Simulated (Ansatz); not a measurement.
System: sum formula TaO₄H₄, charge 0, multiplicity 2. The spin state was set by rule; other spins were not relaxed. SMILES: [OH][Ta]([OH])([OH])[OH]
Geometry from a B3LYP-D3(BJ)/def2-TZVP (Ansatz, a quantum-chemistry and plane-wave program) optimisation:
```
Ta
O 1 1.9222
H 2 0.9578 1 133.65
O 1 1.9222 2 93.89 3 142.97
H 4 0.9578 1 133.65 2 142.97
O 1 1.9222 2 141.25 3 33.79
H 6 0.9578 1 133.65 2 33.79
O 1 1.9222 2 98.76 3 -73.77
H 8 0.9578 1 133.65 2 -73.77
```
Charge 0, spin multiplicity 2.

Quantity: atomisation energy (electronic, to ground-state atoms), in eV. Valence correlation only, unless marked. UHF or UKS for open shells. Spin-orbit coupling is left out. The frozen core is the preceding noble-gas configuration, with the filled d and f shells of earlier blocks. Past Kr the def2 sets carry scalar-relativistic core potentials. The coupled-cluster limit lacks core correlation, which all-electron functionals hold. CBS(X,Y): correlation extrapolated as X^-3; Hartree-Fock from the larger set. [CCSD(T)-MP2]/basis is that difference in the basis named.

```csv
level,program,atomisation energy (eV)
PBE/def2-TZVPD,Ansatz,40.34
PBE-D3(BJ)/def2-TZVPD,Ansatz + dftd3,40.49
BLYP-D3(BJ)/def2-TZVPD,Ansatz + dftd3,39.75
BLYP-D4/def2-TZVPD,Ansatz + dftd4,39.77
B97M-V/def2-TZVPD,Ansatz,39.18
B3LYP/def2-TZVPD,Ansatz,38.77
PBE0/def2-SVP,Ansatz,…
PBE0-D3(BJ)/def2-TZVPD,Ansatz + dftd3,38.76
PBE0-D4/def2-TZVPD,Ansatz + dftd4,38.77
PBE0/def2-QZVPP,Ansatz,…
HSE06-D3(BJ)/def2-TZVPD,Ansatz + dftd3,38.78
CAM-B3LYP-D4/def2-TZVPD,Ansatz + dftd4,39.40
CAM-B3LYP/def2-TZVPD,Ansatz,39.26
wB97X-V/def2-TZVPD,Ansatz,39.36
B2PLYP-D3(BJ)/def2-TZVPD,Ansatz + dftd3,38.98
B2PLYP-D4/def2-TZVPD,Ansatz + dftd4,38.95
CCSD/def2-TZVPP,Ansatz,…
"RI-MP2/CBS(def2-TZVPP,def2-QZVPP)+[CCSD(T)-MP2]/def2-TZVPP",Ansatz,…
```

Question: Complete the blanks.

Answer: 
- PBE0/def2-SVP, atomisation energy (eV): 38.52
- PBE0/def2-QZVPP, atomisation energy (eV): 38.89
- CCSD/def2-TZVPP, atomisation energy (eV): 37.62
- RI-MP2/CBS(def2-TZVPP,def2-QZVPP)+[CCSD(T)-MP2]/def2-TZVPP, atomisation energy (eV): 39.61
